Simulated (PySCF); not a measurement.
**Electronic absorption of C2H8ClPSi2**

C2H8ClPSi2.
SMILES: `Cl[Si@@H]1CC[SiH2]P1`

Theory: PySCF, TDDFT PBE0/def2-SVPD, vertical, gas phase, core orbitals frozen in the response. Isolated species at its GFN2-xTB geometry (one conformer only).

Predict the UV-vis stick spectrum at this level.

```json
{"state": "S1", "E (eV)": "5.51", "E (kJ/mol)": "532", "λ (nm)": "225.0", "f": "0.0032", "|μ| (D)": "0.39", "main configurations (H = HOMO, L = LUMO)": "H→L (97%)"}
{"state": "S2", "E (eV)": "6.18", "E (kJ/mol)": "596", "λ (nm)": "200.6", "f": "0.0058", "|μ| (D)": "0.50", "main configurations (H = HOMO, L = LUMO)": "H→L+1 (88%)"}
{"state": "S3", "E (eV)": "6.49", "E (kJ/mol)": "626", "λ (nm)": "191.1", "f": "0.0095", "|μ| (D)": "0.62", "main configurations (H = HOMO, L = LUMO)": "H-1→L (47%), H→L+2 (34%), H→L+3 (11%)"}
{"state": "S4", "E (eV)": "6.68", "E (kJ/mol)": "644", "λ (nm)": "185.7", "f": "0.060", "|μ| (D)": "1.54", "main configurations (H = HOMO, L = LUMO)": "H→L+2 (54%), H-1→L (18%), H→L+3 (14%)"}
{"state": "S5", "E (eV)": "6.73", "E (kJ/mol)": "649", "λ (nm)": "184.3", "f": "0.016", "|μ| (D)": "0.79", "main configurations (H = HOMO, L = LUMO)": "H-2→L (55%), H→L+3 (27%), H-1→L (12%)"}
{"state": "S6", "E (eV)": "6.85", "E (kJ/mol)": "661", "λ (nm)": "181.1", "f": "0.027", "|μ| (D)": "1.02", "main configurations (H = HOMO, L = LUMO)": "H-1→L+1 (49%), H→L+3 (23%), H-2→L (19%)"}
```

Triplets, Tamm–Dancoff:

| state | E (eV) | λ (nm) | main configurations (H = HOMO, L = LUMO) |
| --- | --- | --- | --- |
| T1 | 5.06 | 245.0 | H→L (86%) |
| T2 | 5.58 | 222.1 | H→L+1 (69%), H→L+3 (11%) |

The lowest singlet comes at 225 nm (532 kJ/mol) in the ultraviolet; it is very weak; its leading configuration is HOMO→LUMO (97%). The strongest level in the table is S4 at 6.68 eV (186 nm, f = 0.060). Löwdin shares by element: HOMO phosphorus 62%, silicon 18%, carbon 7% or more; LUMO silicon 37%, phosphorus 24%, hydrogen 6% or more (atoms not listed hold the other 33%). Orbital energies (eV): HOMO-3 -9.11, HOMO-2 -8.45, HOMO-1 -8.20, HOMO -7.36, LUMO -0.51, LUMO+1 -0.05, LUMO+2 0.44. Weighted by f, the mean energy of these states is 6.65 eV. The listed states span 1.34 eV, and the widest gap between neighbours is 0.67 eV (S1 to S2). The window holds the lowest 6 singlets.

Hardware: an Arm Neoverse V2 with one thread, no GPU, shared host with 96 logical CPUs at a one-minute load of 47. Cost: 36 s (grids of density and orbitals included), 0.85 GiB resident at most.
